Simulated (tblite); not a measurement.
Input of a run (GFN2-xTB geometry optimisation, gas phase (tblite 0.8.0)), started from a force field or distance geometry:
```
{"job": {"kind": "relax", "xc": "GFN2-xTB", "basis": "xTB"}, "charge": 0, "multiplicity": 2}
F     -1.023900    -0.974700    -1.461600
C     -1.568100    -0.344200    -0.378400
C     -0.646400     0.814100     0.035600
S     -1.532500     1.880800     1.273300
C      0.673900     0.365600     0.672800
C      1.507200    -0.552700    -0.201400
F      1.714600    -0.061600    -1.445600
F      0.997100    -1.788900    -0.298700
F      2.748900    -0.711900     0.361100
H     -2.569900    -0.016200    -0.652900
H     -1.664700    -1.096800     0.425600
H     -0.420600     1.378000    -0.876800
H      0.494300    -0.142800     1.631800
H      1.289500     1.250800     0.892800
```

Output (eV, eV/Å):
```
step      E/eV     max force
  0    -904.99096    1.029
  1    -905.03409    0.717
  2    -905.05424    0.344
  3    -905.06270    0.265
  4    -905.06872    0.175
  5    -905.07209    0.192
  6    -905.07540    0.165
  7    -905.07742    0.135
  8    -905.07902    0.087
  9    -905.08044    0.118
 10    -905.08185    0.112
 11    -905.08306    0.107
 12    -905.08420    0.099
 13    -905.08554    0.110
 14    -905.08718    0.144
 15    -905.08867    0.107
 16    -905.08959    0.068
 17    -905.09015    0.071
 18    -905.09065    0.074
 19    -905.09116    0.074
 20    -905.09165    0.057
 21    -905.09209    0.061
 22    -905.09253    0.057
 23    -905.09299    0.059
 24    -905.09337    0.051
 25    -905.09360    0.036
 26    -905.09373    0.032
 27    -905.09382    0.026
 28    -905.09391    0.023
 29    -905.09400    0.023
 30    -905.09408    0.024
 31    -905.09416    0.020
 32    -905.09424    0.023
 33    -905.09431    0.018
 34    -905.09436    0.016
 35    -905.09441    0.016
 36    -905.09447    0.025
 37    -905.09454    0.026
 38    -905.09459    0.015
 39    -905.09462    0.013
 40    -905.09464    0.012
 41    -905.09466    0.013
 42    -905.09468    0.012
 43    -905.09471    0.012
 44    -905.09473    0.012
 45    -905.09473    0.011
 46    -905.09475    0.008
```

Question: Summarise the run.

Answer: The energy falls by 0.104 eV over 46 L-BFGS steps, the largest force on an atom goes from 1.03 to 0.008 eV/Å, and the atoms move by 0.091 Å rms after alignment. The bond that changes most is C3–S4 (ends: carbon bonded to 2 C, S and H; sulfur bonded to C), which shortens by 0.052 Å. Bonds longer at the end by more than 0.005 Å: 2 of 13; shorter: 7. Among the angles that change most is S4–C3–H12, from 110.9° to 106.6°. Among the dihedrals that turn most is F1–C2–C3–S4, from 169° to 157°. The energy never rose by more than 1e-5 eV on the way. The first step brought 42 % of the lowering.

Question: What are the final bond lengths?

Answer: F1–C2 1.366 Å, C2–C3 1.531 Å, C3–S4 1.807 Å, C3–C5 1.530 Å, C5–C6 1.523 Å, C6–F7 1.336 Å, C6–F8 1.336 Å, C6–F9 1.345 Å, C2–H10 1.095 Å, C2–H11 1.095 Å, C3–H12 1.096 Å, C5–H13 1.093 Å, C5–H14 1.093 Å. Numbering counts from 1 in the input's order; the species is `FC[C@@H]([S])CC(F)(F)F` [radical].

Its GFN2-xTB frequencies are all real (lowest 50 cm⁻¹).

One conformer stands for the species.

The numbers are calculated, not measured.
